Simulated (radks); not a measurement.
Neutral lead inside a hard spherical wall (all orbitals vanish at R), configuration held at [Hg] 6p2 and not refilled when levels cross. All-electron calculation, scalar-relativistic Kohn-Sham, LDA (Slater exchange, Perdew-Wang correlation), spin-polarised, spherical densities, point nucleus; open shells are filled with parallel spins first (spin-orbit coupling, left out, can overturn this in heavy ions). Program: a radial shooting solver on a logarithmic mesh with Libxc functionals. Eigenvalues in eV for spin up, with the zero of energy where the potential of the charges vanishes at infinity; a dash marks a level that is unbound or too diffuse for the functional's potential to be trusted. A positive occupied level is held by the wall or, in an anion where self-interaction has pushed it up, behind a barrier. The pressure on the wall is -dE/dV.

| R (bohr) | E (hartree) | kinetic (hartree) | e(5p) | e(5d) | e(6s) | e(6p) | e(7s, empty) | e(6d, empty) | pressure (GPa) |
|---|---|---|---|---|---|---|---|---|---|
| free | -20870.7113 | 23591.830 | -85.868 | -21.270 | -12.608 | -4.057 | -0.637 | - | 0 |
| 20 | -20870.7113 | 23591.830 | -85.868 | -21.270 | -12.608 | -4.057 | -0.630 | 0.621 | < 0.0001 |
| 15 | -20870.7113 | 23591.830 | -85.868 | -21.270 | -12.608 | -4.056 | -0.575 | 0.856 | < 0.0001 |
| 12 | -20870.7112 | 23591.831 | -85.858 | -21.261 | -12.600 | -4.049 | -0.384 | 1.194 | 0.00138 |
| 8 | -20870.7056 | 23591.871 | -85.556 | -20.966 | -12.357 | -3.784 | 1.471 | 2.899 | 0.219 |
| 7 | -20870.6949 | 23591.936 | -85.194 | -20.615 | -12.074 | -3.428 | 3.226 | 4.168 | 0.841 |
| 3.5 | -20869.5431 | 23597.102 | -75.273 | -11.382 | -1.878 | 11.771 | 53.780 | 33.955 | 341 |
| 2 | -20851.1832 | 23666.438 | -27.124 | 40.249 | 92.475 | 132.57 | 330.07 | 193.66 | 26900 |
| 1.5 | -20798.7582 | 23839.902 | 50.902 | 135.18 | 298.38 | 367.74 | 781.61 | 457.15 | 217000 |
